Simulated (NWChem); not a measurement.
System: C4H5NO; SMILES C1=NCOC=C1

The following NWChem deck was run.

```
start job
memory heap 200 mb stack 900 mb global 1100 mb
geometry units angstroms
  C      1.368569     0.389513    -0.062998
  C      1.006613    -0.888023     0.127281
  O     -0.254878    -1.316202     0.195385
  C     -1.305844    -0.326139     0.054728
  N     -0.933023     1.029800    -0.148991
  C      0.292978     1.347383    -0.201153
  H      2.397755     0.692077    -0.111884
  H      1.707577    -1.705131     0.245226
  H     -1.929303    -0.644349    -0.792977
  H     -1.918973    -0.382636     0.968164
  H      0.520868     2.393574    -0.358032
end
basis spherical
  * library def2-svp
end
dft
  xc xpbe96 cpbe96
  disp vdw 4
  iterations 150
end
driver
  maxiter 120
end
task dft optimize
task dft freq
```

The optimisation ended at a saddle point (imaginary frequency).

The level has its own optimisation; frequencies are unscaled. Brackets give each atom's bonded neighbours.

Q: What results follow from this input? (PBE-D3(BJ)/def2-SVP.) Quantities: r C–C [C(CCH)–C(CHO)] (Å); r C–C [C(CCH)–C(CHN)] (Å); r C–H [C(CCH)–H(C)] (Å); r C–O [C(CHO)–O(CC)] (Å); highest harmonic frequency (cm⁻¹); lowest (cm⁻¹); zero-point energy (kcal/mol); dipole (D).

A: The r C–C [C(CCH)–C(CHO)] (Å) comes out as 1.363. The r C–C [C(CCH)–C(CHN)] (Å) comes out as 1.456. The r C–H [C(CCH)–H(C)] (Å) comes out as 1.097 and the r C–O [C(CHO)–O(CC)] (Å) is 1.336. The highest harmonic frequency (cm⁻¹) is 3174, the lowest (cm⁻¹) is -119 and the zero-point energy (kcal/mol) is 52.7. The dipole (D) is 1.33.
